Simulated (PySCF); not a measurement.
PySCF input file for H5OSi2, SMILES [SiH2]O[SiH3], multiplicity 2, TDA-PBE/def2-SVPD. The structure is a stationary point at PBE0-D3(BJ)/def2-TZVP. The isomer is the one that the SMILES or the coordinates give; other isomers of the formula were not compared.

```python
import numpy as np
from pyscf import gto, scf, dft, tdscf

mol = gto.M(
    atom='''
    Si    1.48698231   -0.35886114    0.52132976
    O     0.00303572   -0.35630279   -0.16972960
    Si   -1.41149133    0.45034946   -0.35065756
    H     2.28031898   -1.45454215   -0.10266285
    H     2.15371137    0.95979772    0.29917102
    H    -1.14878269    1.88586606   -0.63235408
    H    -2.14600102   -0.15774244   -1.48536732
    H    -2.22040597    0.33620663    0.88963915
    ''',
    basis='def2-SVPD',
    charge=0,
    spin=1,
    max_memory=1600,
    verbose=4,
)
mf = dft.UKS(mol, xc='pbe').density_fit(auxbasis='def2-universal-jkfit')
mf.grids.level = 3
mf.conv_tol = 1e-9
mf.max_cycle = 100
mf.kernel()
fine, coarse = mf.grids, dft.Grids(mol).set(level=1).build(with_non0tab=True)
for _ in range(3):  # follow internal instabilities
    mf.grids = coarse
    mo, _, stable, _ = mf.stability(return_status=True, nroots=4)
    mf.grids = fine
    if stable:
        break
    mf.kernel(mf.make_rdm1(mo, mf.mo_occ))
mf.grids = dft.Grids(mol).set(level=1).build(with_non0tab=True)  # coarser grid for the response kernel
td = tdscf.TDA(mf)
td.nstates = 10
td.conv_tol = 1e-4
td.positive_eig_threshold = 1e-6
td.kernel(x0=td.get_init_guess(mf, 15))
td.analyze()
```

Program output:

```
PySCF version 2.14.0

[INPUT] verbose = 4
[INPUT] num. atoms = 8
[INPUT] num. electrons = 41
[INPUT] charge = 0
[INPUT] spin (= nelec alpha-beta = 2S) = 1
[INPUT] symmetry False subgroup None
[INPUT] Mole.unit = angstrom
[INPUT] Symbol           X                Y                Z      unit          X                Y                Z       unit  Magmom
[INPUT]  1 Si     1.486982310000  -0.358861140000   0.521329760000 AA    2.809989317973  -0.678149271349   0.985170466985 Bohr   0.0
[INPUT]  2 O      0.003035720000  -0.356302790000  -0.169729600000 AA    0.005736679391  -0.673314690518  -0.320742459232 Bohr   0.0
[INPUT]  3 Si    -1.411491330000   0.450349460000  -0.350657560000 AA   -2.667332040898   0.851037139746  -0.662646751908 Bohr   0.0
[INPUT]  4 H      2.280318980000  -1.454542150000  -0.102662850000 AA    4.309178348848  -2.748686300136  -0.194004669667 Bohr   0.0
[INPUT]  5 H      2.153711370000   0.959797720000   0.299171020000 AA    4.069924640662   1.813754825782   0.565351292207 Bohr   0.0
[INPUT]  6 H     -1.148782690000   1.885866060000  -0.632354080000 AA   -2.170884660741   3.563770361013  -1.194976024951 Bohr   0.0
[INPUT]  7 H     -2.146001020000  -0.157742440000  -1.485367320000 AA   -4.055354190837  -0.298090009821  -2.806937429179 Bohr   0.0
[INPUT]  8 H     -2.220405970000   0.336206630000   0.889639150000 AA   -4.195959168649   0.635338451963   1.681174343191 Bohr   0.0

nuclear repulsion = 149.840540086221
number of shells = 49
number of NR pGTOs = 167
number of NR cGTOs = 111
basis = def2-SVPD
ecp = {}


[settings echo left out]
init E= -656.613195642238
  alpha nocc = 21  HOMO = -0.17477535784393  LUMO = -0.0708665197240101
  beta  nocc = 20  HOMO = -0.340151991855534  LUMO = -0.174775357843929

WARN: HOMO -0.17477535784393 >= LUMO -0.174775357843929

cycle= 1 E= -656.465840033553  delta_E= 0.147  |g|= 0.572  |ddm|= 2.14
  alpha nocc = 21  HOMO = -0.0999413029211409  LUMO = -0.0133482603712087
  beta  nocc = 20  HOMO = -0.125196462846526  LUMO = -0.074625058876173
  HOMO = -0.0999413029211  LUMO = -0.0746250588762  gap/eV = 0.68889
cycle= 2 E= -655.424489406474  delta_E= 1.04  |g|=  1.6  |ddm|= 1.64
  alpha nocc = 21  HOMO = -0.17233851792963  LUMO = -0.042031473099772
  beta  nocc = 20  HOMO = -0.27531742588514  LUMO = -0.118060240399891
  HOMO = -0.17233851793  LUMO = -0.1180602404  gap/eV = 1.47699
cycle= 3 E= -656.585914394661  delta_E= -1.16  |g|= 0.0951  |ddm|= 1.34
  alpha nocc = 21  HOMO = -0.176435163335856  LUMO = -0.0334779821558393
  beta  nocc = 20  HOMO = -0.271739479163017  LUMO = -0.116447052518212
  HOMO = -0.176435163336  LUMO = -0.116447052518  gap/eV = 1.63236
cycle= 4 E= -656.591298101431  delta_E= -0.00538  |g|= 0.0417  |ddm|= 0.29
  alpha nocc = 21  HOMO = -0.179630559547724  LUMO = -0.0369979130136189
  beta  nocc = 20  HOMO = -0.274879036630767  LUMO = -0.117312189647885
  HOMO = -0.179630559548  LUMO = -0.117312189648  gap/eV = 1.69577
cycle= 5 E= -656.59262157473  delta_E= -0.00132  |g|= 0.00631  |ddm|= 0.0803
  alpha nocc = 21  HOMO = -0.17872001552302  LUMO = -0.0361507378628869
  beta  nocc = 20  HOMO = -0.274172196382514  LUMO = -0.115990453428074
  HOMO = -0.178720015523  LUMO = -0.115990453428  gap/eV = 1.70696
cycle= 6 E= -656.59264771144  delta_E= -2.61e-05  |g|= 0.00114  |ddm|= 0.0138
  alpha nocc = 21  HOMO = -0.178661098463676  LUMO = -0.0361944785152466
  beta  nocc = 20  HOMO = -0.274168214424516  LUMO = -0.115746684185228
  HOMO = -0.178661098464  LUMO = -0.115746684185  gap/eV = 1.71199
cycle= 7 E= -656.592648617261  delta_E= -9.06e-07  |g|= 0.000297  |ddm|= 0.00277
  alpha nocc = 21  HOMO = -0.178770324514766  LUMO = -0.0362269389406378
  beta  nocc = 20  HOMO = -0.274235652873425  LUMO = -0.115804147149704
  HOMO = -0.178770324515  LUMO = -0.11580414715  gap/eV = 1.71340
cycle= 8 E= -656.592648694552  delta_E= -7.73e-08  |g|= 9.7e-05  |ddm|= 0.00102
  alpha nocc = 21  HOMO = -0.178753626240344  LUMO = -0.036221585862553
  beta  nocc = 20  HOMO = -0.274230208192211  LUMO = -0.115776281226492
  HOMO = -0.17875362624  LUMO = -0.115776281226  gap/eV = 1.71370
cycle= 9 E= -656.592648701674  delta_E= -7.12e-09  |g|= 2.17e-05  |ddm|= 0.000245
  alpha nocc = 21  HOMO = -0.178754966902187  LUMO = -0.0362188284376854
  beta  nocc = 20  HOMO = -0.274224865285452  LUMO = -0.115775226995399
  HOMO = -0.178754966902  LUMO = -0.115775226995  gap/eV = 1.71377
cycle= 10 E= -656.592648702042  delta_E= -3.68e-10  |g|= 6.5e-06  |ddm|= 4.88e-05
  alpha nocc = 21  HOMO = -0.178753664841278  LUMO = -0.0362185643633759
  beta  nocc = 20  HOMO = -0.2742250360853  LUMO = -0.115774126583968
  HOMO = -0.178753664841  LUMO = -0.115774126584  gap/eV = 1.71376
Extra cycle  E= -656.592648702042  delta_E= 1.14e-13  |g|= 7.57e-06  |ddm|= 2.65e-05
converged SCF energy = -656.592648702042  <S^2> = 0.75165081  2S+1 = 2.0016501
tot grids = 30368
uhf_internal: lowest eigs of H = [0.57642716 0.59449054 0.60406047 0.61783786]
<class 'pyscf.df.df_jk.DFUKS'> wavefunction is stable in the internal stability analysis
tot grids = 30368
Overwritten attributes  positive_eig_threshold  of <class 'pyscf.tdscf.uks.TDA'>


******** <class 'pyscf.tdscf.uks.TDA'> for <class 'pyscf.df.df_jk.DFUKS'> ********
nstates = 10
deg_eia_thresh = 1.000e-03
wfnsym = None
conv_tol = 0.0001
eigh lindep = 1e-12
eigh level_shift = 0
eigh max_cycle = 100


Excitation energies (eV)
[3.69080592 4.3123203  4.76092923 4.82801966 5.08433402 5.19915137
 5.26722381 5.41638354 5.53968704 6.00492283]

** Excitation energies and oscillator strengths **
Excited State   1:      3.69081 eV    335.93 nm  f=0.0157
      21a ->   22a     -0.99769
Excited State   2:      4.31232 eV    287.51 nm  f=0.0029
      20b ->   21b      0.99647
Excited State   3:      4.76093 eV    260.42 nm  f=0.0336
      21a ->   23a      0.70101
      19b ->   21b     -0.69979
Excited State   4:      4.82802 eV    256.80 nm  f=0.0299
      21a ->   23a     -0.70602
      19b ->   21b     -0.69327
Excited State   5:      5.08433 eV    243.86 nm  f=0.0060
      21a ->   24a      0.98279
      21a ->   25a     -0.14565
Excited State   6:      5.19915 eV    238.47 nm  f=0.0275
      21a ->   24a     -0.13748
      21a ->   25a     -0.96653
      21a ->   26a      0.12993
Excited State   7:      5.26722 eV    235.39 nm  f=0.0027
      18b ->   21b     -0.99093
Excited State   8:      5.41638 eV    228.91 nm  f=0.0225
      21a ->   25a     -0.11961
      21a ->   26a     -0.97702
Excited State   9:      5.53969 eV    223.81 nm  f=0.0158
      21a ->   26a      0.10168
      21a ->   27a      0.99173
Excited State  10:      6.00492 eV    206.47 nm  f=0.0583
      21a ->   28a      0.95763
      21a ->   29a      0.22319

** Transition electric dipole moments (AU) **
state          X           Y           Z        Dip. S.      Osc.
  1         0.4149     -0.0232     -0.0370      0.1741      0.0157
  2        -0.0071      0.1661     -0.0024      0.0277      0.0029
  3         0.2807     -0.0164      0.4572      0.2881      0.0336
  4         0.4513     -0.1067     -0.1941      0.2527      0.0299
  5         0.0559     -0.1174      0.1770      0.0482      0.0060
  6         0.0328      0.4599     -0.0573      0.2159      0.0275
  7        -0.1267      0.0632      0.0288      0.0209      0.0027
  8         0.2092      0.3412     -0.0980      0.1698      0.0225
  9        -0.3013      0.1538      0.0438      0.1164      0.0158
 10        -0.1437      0.3080      0.5299      0.3963      0.0583

** Transition velocity dipole moments (imaginary part, AU) **
state          X           Y           Z        Dip. S.      Osc.
  1         0.0336     -0.0050      0.0071      0.0012      0.0059
  2        -0.0007      0.0035     -0.0043      0.0000      0.0001
  3         0.0270     -0.0181      0.0735      0.0065      0.0246
  4         0.0521     -0.0113     -0.0597      0.0064      0.0241
  5         0.0083     -0.0213      0.0590      0.0040      0.0143
  6         0.0070      0.0510     -0.0080      0.0027      0.0095
  7        -0.0162      0.0016      0.0073      0.0003      0.0011
  8         0.0327      0.0384     -0.0355      0.0038      0.0128
  9        -0.0480      0.0210      0.0058      0.0028      0.0091
 10        -0.0301      0.0326      0.1011      0.0122      0.0368

** Transition magnetic dipole moments (imaginary part, AU) **
state          X           Y           Z
  1         0.0700     -0.7348     -0.1547
  2         0.5244     -0.0707      0.1077
  3         0.2862      0.2351     -0.0378
  4        -0.0362     -0.1193     -0.0797
  5        -0.1393     -0.3506     -0.0317
  6         0.5858     -0.1060     -0.1603
  7         0.4441      0.0164      0.2204
  8         0.3408     -0.3615     -0.1847
  9         0.1283      0.0860     -0.0168
 10         0.5263      0.7367     -0.0804
```

The calculation finished and met its thresholds.
